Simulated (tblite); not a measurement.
C₅H₄F₃NO₂.
SMILES with atom numbers: `[CH3:1][C:2](=[O:3])[C@H:4]([C:5]#[N:6])[O:7][C:8]([F:9])([F:10])[F:11]` (hydrogens: H12, H13, H14 on C1; H15 on C4)

Cartesian coordinates in Å at the GFN2-xTB level; atoms count from 1:
```xyz
15
C5H4F3NO2 angstrom
C     -1.779   -0.552   -0.088
C     -1.008    0.440    0.715
O     -1.354    0.941    1.743
C      0.356    0.858    0.081
C      0.075    1.986   -0.789
N     -0.183    2.866   -1.467
O      0.950   -0.181   -0.718
C      1.727   -1.030   -0.068
F      2.772   -0.446    0.538
F      2.201   -1.926   -0.916
F      1.084   -1.704    0.906
H     -1.372   -1.547    0.092
H     -1.693   -0.339   -1.151
H     -2.820   -0.546    0.226
H      1.041    1.188    0.874
```

All values are computed: GFN2-xTB (tblite) harmonic vibrations without scaling, gas phase. This tight-binding method is rough: wavenumbers can miss measured ones by several per cent, in bad cases by 10 to 20. One conformer, not necessarily the lowest.

Harmonic wavenumbers (cm⁻¹): 31.3, 46.7, 70.1, 108.7, 117.9, 124.3, 208.8, 232.6, 346.8, 379.3, 401.4, 463.1, 476.0, 504.1, 566.7, 584.1, 612.1, 625.1, 811.6, 868.3, 961.8, 1000.1, 1002.2, 1022.3, 1067.0, 1127.4, 1131.0, 1168.8, 1218.4, 1254.7, 1364.2, 1428.0, 1435.4, 1806.0, 2408.2, 2905.1, 3010.9, 3040.5, 3060.9.

A = 1603, B = 828.9, C = 684.6 MHz; mass 167.019 u (most abundant isotopes); point group C1, symmetry number 1.

What is the zero-point energy?

½Σν̃ = 19496 cm⁻¹ = 233.22 kJ/mol.

Give the ideal-gas entropy at 273.15 K and 1 bar in the rigid-rotor, harmonic-oscillator model (classical rotation).

Translation 170.87, rotation 125.46, vibration 141.02: S = 437.3 J/(mol K).

And Cp and H(273.15 K) − H(0)?

Cp = 159.73 J/(mol K), of which vibrations give 126.47 (their classical limit is 39 R = 324.3); H(273.15 K) − H(0) = 28.06 kJ/mol without the zero-point energy, 18.97 from vibrations.

Blend soft modes into free rotors: weight 1/[1 + (100 cm⁻¹/ν̃)⁴] for the oscillator and the rest for a rotor with moment μB/(μ + B), μ = h/(8π²ν), B = 10⁻⁴⁴ kg m². What vibrational entropy results?

124.73 J/(mol K) in place of 141.02, which changes −T·S at 273.15 K by +4.45 kJ/mol.

Which modes carry the vibrational entropy at 273.15 K?

31.3 cm⁻¹: 23.31; 46.7 cm⁻¹: 20.00; 70.1 cm⁻¹: 16.65; 108.7 cm⁻¹: 13.06; 117.9 cm⁻¹: 12.41; 124.3 cm⁻¹: 11.98 J/(mol K); the other 33 give 43.61 together.

Hindered rotation and anharmonicity are outside this model. Other conformers, if any are populated, would add a mixing term that is left out. The structure is chiral; the term R ln 2 for an equal mix with its mirror image is left out.

Run on one thread, Arm Neoverse V1 (shared host). This covers the Hessian and the dipole derivatives.
